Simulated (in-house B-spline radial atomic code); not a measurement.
# Ionising C+ with different functionals

Computed with a B-spline radial code for spherical atoms: scalar-relativistic (spin-free X2C) Hamiltonian, Fermi nucleus of rms radius 2.4702 fm, spin-polarised at highest spin, spherical fractional occupations for the functionals, and exact exchange of hybrids averaged over the configuration. The ionisation energy is the difference of two self-consistent energies, [He] 2s2 2p1 → [He] 2s2, without Breit or QED terms; ε is the level of the shell that loses the electron (its least bound occupied spin orbital).

| method | rung | ΔSCF (eV) | -ε(2p) (eV) |
| --- | --- | --- | --- |
| PBE0 | global hybrid | 24.64 | 19.62 |
| B3LYP | global hybrid | 24.79 | 19.35 |
| TPSSh | global hybrid | 24.48 | 18.47 |
| BHandHLYP | global hybrid | 24.70 | 21.47 |
| r2SCAN0 | global hybrid | 24.47 | 19.66 |
| B97-1 | global hybrid | 24.53 | 19.21 |
| HSE06 | range-separated hybrid | 24.64 | 19.22 |
| wB97X | range-separated hybrid | 24.47 | 22.21 |
| CAM-B3LYP | range-separated hybrid | 24.81 | 21.26 |
| LC-wPBE | range-separated hybrid | 24.82 | 22.80 |

Among the functionals, which spreads more, the ΔSCF values or the orbital energies?

The orbital energies: ΔSCF values span about 0.35 eV and the orbital energies 4.33 eV; here energy differences depend much less on the functional than eigenvalues do.

How do they compare with the NIST value?

NIST lists 24.383 eV (measured, ground level to ground level). Errors run from +0.09 to +0.43 eV; r2SCAN0 is closest (+0.09 eV), but part of that can be cancellation, since the calculations leave out spin-orbit coupling, Breit-QED terms, multiplet and fine-structure energies.
